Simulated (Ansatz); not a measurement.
(1) Predict a relaxed structure of trans-NiCl2(PH3)2 (NiP2H6Cl2), charge 0, triplet, at PBE-D4/def2-SVP (Ansatz).

## Answers

(1) 
```xyz
11

Ni   -0.001   -0.005   -0.004
Cl   -1.728    0.374   -1.337
P     1.438    1.089   -1.409
H     1.620    0.327   -2.604
H     2.822    1.314   -1.114
H     1.147    2.348   -2.028
Cl    1.467   -1.619    0.367
P    -1.360   -0.721    1.695
H    -0.881   -1.116    2.987
H    -1.977   -1.958    1.335
H    -2.546   -0.033    2.112
```
Point group C2v (tolerance 0.1 Å). The metal has 4 neighbours: Cl 2.21 Å, P 2.29 Å, Cl 2.21 Å, P 2.29 Å. This is one stationary point.

At PBE-D4/def2-SVP a singlet of charge 0 lies 0.63 eV below the triplet, each at its own geometry.
